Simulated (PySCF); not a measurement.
# How methods differ on the interval between two levels of Ti³⁺

Ti³⁺ [Ar] 3d1 [2D5/2, M_J = 5/2] → Ti³⁺ [Ar] 4p1 [2P3/2, M_J = 3/2], as a difference of total energies. Calculation: PySCF 2.14, in x2c-TZVPall-2c with one added diffuse shell each of s, p, d type (7s8p5d1f, 63 functions); the two-component X2C-1e Hamiltonian. Correlated levels: [Ne] frozen. "Screened" scales the spin-orbit matrix elements by Boettger's factors to mimic the two-electron term; Breit and QED terms are absent.

```csv
method,interval between two levels (cm⁻¹)
GHF (spin-free),125270
GMP2 (spin-free),121870
GHF (screened spin-orbit),125370
GMP2 (screened spin-orbit),121990
```
